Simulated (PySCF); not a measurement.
# Cd⁺: excitation energy

Cd⁺ [Kr] 4d10 5s1 (2S) → Cd⁺ [Kr] 4d10 5p1 (2P), as a difference of total energies. Computed with PySCF 2.14 in aug-cc-pVDZ-PP with ECP28MDF (5s5p4d2f, 54 functions), with a scalar-relativistic core potential. Correlated levels: valence: 4s2 4p6 frozen. The calculations carry no spin-orbit coupling.

```json
{"method": "UHF", "excitation energy (cm⁻¹)": "41126"}
{"method": "MP2 (valence)", "excitation energy (cm⁻¹)": "44903"}
{"method": "SCS-MP2 (valence)", "excitation energy (cm⁻¹)": "44482"}
{"method": "CCSD (valence)", "excitation energy (cm⁻¹)": "44198"}
{"method": "CCSD(T) (valence)", "excitation energy (cm⁻¹)": "44310"}
```

Errors of the correlated levels include the incompleteness of this basis and the frozen core.

For comparison: 45791 cm⁻¹ (measured; NIST levels, between the centres of gravity of the two terms).
